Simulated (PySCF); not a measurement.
## Bond length, frequency and bond energy of SbBr⁺ by level of theory

State: ²Π (doublet), unpaired electrons π ↑. Set-up: PySCF, scalar-relativistic core potentials, basis sets Sb def2-SVP with ECP28, Br def2-SVP. De refers to Sb⁺ + Br in their high-spin ground configurations, without counterpoise correction. The functionals are run spin-unrestricted. A positive dipole points towards Br; it is taken about the centre of mass and depends on that origin.

```
      Level  Re (Å)  ωe (cm⁻¹)  De (eV)  μ (D)
        UHF   2.405        319     1.57  -3.79
    UHF-MP2   2.408        319     2.81    n/a
UHF-SCS-MP2   2.414        314     2.67    n/a
   UHF-CCSD   2.420        309     2.60    n/a
UHF-CCSD(T)   2.429        302     2.77    n/a
        LDA   2.399        310     4.33  -2.35
        PBE   2.431        296     3.65  -2.60
       BLYP   2.456        284     3.51  -2.60
     r²SCAN   2.413        307     3.44  -2.80
       PBE0   2.404        313     3.29  -2.92
  BHandHLYP   2.402        317     2.88  -3.20
```

The bond length runs from 2.399 Å (LDA) to 2.456 Å (BLYP). De spans 1.57 eV (UHF, mean field) to 4.33 eV (LDA, local density). Correlation at CCSD(T) changes the Hartree–Fock bond energy by +1.20 eV; the triples alone change it by +0.17 eV.

Correlated steps freeze 13 core orbitals. Correlated levels converge slowly with the basis: in double zeta they bind strong bonds too weakly, by up to about 1 eV, and carry superposition errors of some tenths. Spin–orbit coupling is left out, which matters for elements this heavy, above all for dissociation energies. For an ion De counts to the pair picked by the measured ionisation energies or electron affinities, which need not be the lowest pair at this level. Counting both spins, an empty level lies below a filled one in some of these solutions, because spin and occupation are held. The state is the lowest determinant that a PBE0 search found; another state may lie lower at other levels.

The whole job (state search and all levels along the bond) took about 3.7 min on 1 thread of Oxide Virtual Turin-like (shared host), peak memory 0.73 GiB.
